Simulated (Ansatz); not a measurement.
Calculated with Ansatz (gas phase, PBE0-D4/def2-TZVP geometries, no zero-point term in ΔE). CBS: MP2 limit from def2 TZ/QZ plus the TZ coupled-cluster correction, frozen cores. This one scheme is used for every species. DFT in def2-TZVPP. B3LYP here is the variant with VWN-RPA as its local correlation; programs differ in this. For Br outer-core shells are correlated without core-valence functions, which leaves a few kJ/mol of doubt a bond. Scalar relativity is left out up to krypton. One conformer a species, not always the lowest.

Consider the ligand exchange at the Si–C bond: `B[SiH2]C(F)Cl` + HBr → `B[SiH2]Br` + `FCCl`.

| level | ΔE (kcal/mol) | difference from CCSD(T)/CBS |
| --- | --- | --- |
| B3LYP-D4 | -26.4 | 0.8 |
| PBE | -26.3 | 0.9 |
| PBE0 | -27.9 | -0.7 |
| B3LYP | -27.4 | -0.2 |
| HF/def2-TZVPP | -31.6 | -4.4 |
| HF/def2-QZVPP | -31.6 | -4.4 |
| MP2/def2-QZVPP | -28.3 | -1.1 |
| SCS-MP2/def2-QZVPP | -28.2 | -1.0 |
| HF/CBS(def2) | -31.5 | -4.3 |
| CCSD/CBS(def2) | -27.8 | -0.6 |
| CCSD(T)/CBS | -27.2 | 0 |

Largest T1 diagnostic among the species: 0.012.

From PBE to PBE0 (25 % exact exchange), in def2-TZVPP and without D4, ΔE moves by −1.6 kcal/mol. In def2-TZVPP, CCSD(T) changes the Hartree–Fock value by +5.2 kcal/mol (the triples alone add +0.7 kcal/mol) and MP2 by +3.8 kcal/mol. The D4 term adds +1.1 kcal/mol with B3LYP and +0.6 kcal/mol with PBE0; it sums over pairs of atoms, weighted by their polarisabilities, and B3LYP, whose exchange is more repulsive, gets the larger term.
